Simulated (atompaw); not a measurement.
# Reading a pseudo-wave (fluorine (F))

Columns: radius, all-electron u(r) and pseudo u(r) of the 2s shell (level -67.99 eV) of fluorine in the configuration [He] 2s2 2p3; PBE, scalar-relativistic, PAW (atompaw) scheme, atompaw 4.2.0.5.

| r (bohr) | all-electron | pseudo |
| --- | --- | --- |
| 0.071 | -0.4754 | 0.1217 |
| 0.142 | -0.4036 | 0.2406 |
| 0.213 | -0.1308 | 0.3542 |
| 0.285 | 0.1880 | 0.4612 |
| 0.356 | 0.4734 | 0.5567 |
| 0.427 | 0.7044 | 0.6403 |
| 0.498 | 0.8754 | 0.7108 |
| 0.569 | 0.9901 | 0.7673 |
| 0.640 | 1.0563 | 0.8094 |
| 0.712 | 1.0831 | 0.8374 |
| 0.783 | 1.0788 | 0.8510 |
| 0.854 | 1.0520 | 0.8517 |
| 0.925 | 1.0089 | 0.8405 |
| 0.996 | 0.9550 | 0.8190 |
| 1.067 | 0.8944 | 0.7886 |
| 1.138 | 0.8303 | 0.7512 |
| 1.210 | 0.7643 | 0.7078 |
| 1.281 | 0.7000 | 0.6613 |
| 1.352 | 0.6377 | 0.6126 |
| 1.423 | 0.5784 | 0.5631 |
| 1.494 | 0.5225 | 0.5141 |
| 1.565 | 0.4705 | 0.4664 |
| 1.637 | 0.4217 | 0.4201 |
| 1.708 | 0.3776 | 0.3772 |
| 1.779 | 0.3372 | 0.3372 |
| 1.850 | 0.3006 | 0.3006 |

Q: How many radial nodes do the two functions have?

A: The all-electron 2s function has n − l − 1 = 1; the pseudo-wave has 0, since the states of the same l below it are removed with the core.

Q: Where does each function peak?

A: Outermost all-electron maximum near 0.71 bohr, pseudo maximum near 0.85 bohr (to the table’s step).

Q: Is the pseudo-wave norm-conserving?

A: No, it belongs to a PAW set: the norm inside the radius is not constrained, and the difference is carried by the augmentation charge.
